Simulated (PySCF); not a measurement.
Cartesian coordinates (Å):
```xyz
3

Cd     0.0000     0.0000     0.0000
F     -1.1372    -0.2106    -1.5419
F      1.1372     0.2106     1.5420
```
Charge 0, multiplicity 1.

Q: What is the computed LUMO, HOMO, total energy, HOMO–LUMO gap and charge on the central atom (Mulliken) (TPSSh-D3(BJ)/def2-TZVP // TPSS-D3(BJ)/def2-SVP (PySCF 2.14.0))?

A: 
```yaml
LUMO: -2.83 eV
HOMO: -8.98 eV
total_energy: -367.4937 Ha
HOMO–LUMO gap: 6.16 eV
charge on the central atom (Mulliken): 1.07 e
```
